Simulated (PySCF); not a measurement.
**Excitation energy of Xe(2+) by level of theory**

Xe(2+) [Kr] 4d10 5s2 5p4 (3P) → Xe(2+) [Kr] 4d10 5s1 5p5 (3P), as a difference of total energies. Calculation: PySCF 2.14, in def2-TZVPPD with the def2 core potential (28 electrons) (7s6p4d2f, 59 functions); scalar relativity through the core potential. Correlated levels: valence and next inner shell: nothing frozen outside the core potential. The calculations carry no spin-orbit coupling.

```csv
method,excitation energy (cm⁻¹)
UHF,112890
MP2 (valence and next inner shell),103240
SCS-MP2 (valence and next inner shell),102270
CCSD (valence and next inner shell),100260
CCSD(T) (valence and next inner shell),96467
```

The coupled-cluster amplitudes are large for the upper state (T1 above 0.03 or a double amplitude above 0.15), so a single reference is strained.
